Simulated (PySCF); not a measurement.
C2H6AlN.
Bonds: C1–C2 (triple), C2–Al3, Al3–N4. Hydrogens: H5 on C1; H6, H7 on Al3; H8, H9, H10 on N4.

Theory: PySCF, PBE0-D3(BJ)/def2-SVP geometry optimisation, gas phase.

How far are the bound atoms from Al3?

4 atoms: H6 1.600 Å, H7 1.600 Å, C2 1.950 Å, N4 2.061 Å. The nearest atom not counted as bound is H9, at 2.59 Å (others tie with it).

List the angles at Al3.

```json
{"angle": "H6–Al3–H7", "degrees": "119.5", "distance of the outer atoms (Å)": "2.76"}
{"angle": "C2–Al3–H6", "degrees": "116.6", "distance of the outer atoms (Å)": "3.03"}
{"angle": "C2–Al3–H7", "degrees": "116.3", "distance of the outer atoms (Å)": "3.02"}
{"angle": "N4–Al3–H6", "degrees": "100.9", "distance of the outer atoms (Å)": "2.84"}
{"angle": "N4–Al3–H7", "degrees": "100.8", "distance of the outer atoms (Å)": "2.84"}
{"angle": "C2–Al3–N4", "degrees": "95.9", "distance of the outer atoms (Å)": "2.98"}
```

Describe the arrangement about Al3 in numbers.

Angles from 95.9° to 119.5°; τ4 = (360° − α − β)/141° = 0.88 with α and β the two widest (0 for a square, 1 for a tetrahedron).

What are the other bond lengths?

C1≡C2 1.223 Å; C1–H5 1.076 Å; N4–H8, N4–H9, N4–H10 1.021 Å.

Give some angles away from the centre.

C1–C2–Al3 177.8°.

What are the rotational constants (commonest isotopes, rigid rotor)?

A = 10109, B = 3256, C = 2595 MHz: an asymmetric top.

Point group: Cs (every atom within 0.08 Å of its image). Charge 0, singlet. Not checked by PBE0-D3(BJ)/def2-SVP frequencies.
